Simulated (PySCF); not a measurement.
# Magnetic susceptibility: SMILES CCC1(C)CC=CC1, C8H14

Molfile (atoms numbered from 1):
```
C8H14
     RDKit          3D

 22 22  0  0  0  0  0  0  0  0999 V2000
   -2.4160    0.5448    0.1585 C   0  0  0  0  0  0  0  0  0  0  0  0
   -1.3593   -0.2325   -0.6193 C   0  0  0  0  0  0  0  0  0  0  0  0
    0.0350   -0.2201    0.0188 C   0  0  0  0  0  0  0  0  0  0  0  0
    0.0088   -0.8362    1.4187 C   0  0  0  0  0  0  0  0  0  0  0  0
    0.6419    1.2005    0.0918 C   0  0  0  0  0  0  0  0  0  0  0  0
    2.0832    1.0002   -0.2654 C   0  0  0  0  0  0  0  0  0  0  0  0
    2.3021   -0.1986   -0.7754 C   0  0  0  0  0  0  0  0  0  0  0  0
    1.0459   -1.0114   -0.8477 C   0  0  0  0  0  0  0  0  0  0  0  0
   -3.3494    0.5612   -0.3998 H   0  0  0  0  0  0  0  0  0  0  0  0
   -2.0999    1.5720    0.3216 H   0  0  0  0  0  0  0  0  0  0  0  0
   -2.6104    0.0863    1.1240 H   0  0  0  0  0  0  0  0  0  0  0  0
   -1.2814    0.1910   -1.6243 H   0  0  0  0  0  0  0  0  0  0  0  0
   -1.6868   -1.2698   -0.7252 H   0  0  0  0  0  0  0  0  0  0  0  0
   -0.5907   -0.2395    2.1014 H   0  0  0  0  0  0  0  0  0  0  0  0
    1.0210   -0.8899    1.8143 H   0  0  0  0  0  0  0  0  0  0  0  0
   -0.4046   -1.8426    1.3851 H   0  0  0  0  0  0  0  0  0  0  0  0
    0.5216    1.6488    1.0789 H   0  0  0  0  0  0  0  0  0  0  0  0
    0.1731    1.8687   -0.6365 H   0  0  0  0  0  0  0  0  0  0  0  0
    2.8133    1.7796   -0.1260 H   0  0  0  0  0  0  0  0  0  0  0  0
    3.2445   -0.5816   -1.1291 H   0  0  0  0  0  0  0  0  0  0  0  0
    0.7088   -1.0833   -1.8862 H   0  0  0  0  0  0  0  0  0  0  0  0
    1.1889   -2.0283   -0.4789 H   0  0  0  0  0  0  0  0  0  0  0  0
  1  2  1  0
  2  3  1  0
  3  4  1  0
  3  5  1  0
  5  6  1  0
  6  7  2  0
  7  8  1  0
  8  3  1  0
  1  9  1  0
  1 10  1  0
  1 11  1  0
  2 12  1  0
  2 13  1  0
  4 14  1  0
  4 15  1  0
  4 16  1  0
  5 17  1  0
  5 18  1  0
  6 19  1  0
  7 20  1  0
  8 21  1  0
  8 22  1  0
M  END
```

The calculation used GIAO KT3/pcSseg-1 magnetisability, rotational g tensor and spin-rotation constants, non-relativistic, gas phase in PySCF 2.14.0. Geometry: GFN2-xTB.

Task: How diamagnetic is it, and how anisotropic?

Result: Isotropic -1395 × 10⁻³⁰ J/T², or -84.0 × 10⁻⁶ cm³/mol; principal values -1488, -1371, -1325 × 10⁻³⁰ J/T², anisotropy 146 × 10⁻³⁰ J/T² (root of half the summed squared differences of the principal values). The susceptibility is in cgs units.

Task: Split it along the inertial axes a, b, c into diamagnetic and paramagnetic parts about the centre of mass, with the quadrupole moment.

Result: 
| axis | χ (10⁻⁶ cm³/mol) | diamagnetic (10⁻⁶ cm³/mol) | paramagnetic (10⁻⁶ cm³/mol) | summed x² of all electrons (Å²) | quadrupole Θ (D Å) |
| --- | --- | --- | --- | --- | --- |
| a | -82.3 | -480.1 | 397.7 | 174.1 | -0.25 |
| b | -81.2 | -956.3 | 875.1 | 61.9 | +1.37 |
| c | -88.4 | -1001.3 | 912.9 | 51.3 | -1.12 |

Anisotropies 2χaa − χbb − χcc = +5.0 and 2χbb − χaa − χcc = +8.4 × 10⁻⁶ cm³/mol. Θ is traceless in Buckingham's convention.

Task: And the rotational g tensor?

Result: 
```tsv
axis	rotational constant (GHz)	g	nuclear part	electronic part
a	3.6222	-0.0152	0.6616	-0.6768
b	1.5054	-0.0078	0.6111	-0.6189
c	1.4265	-0.0016	0.6102	-0.6118
```
Asymmetric top; isotopes 12C, 1H; no vibrational averaging.
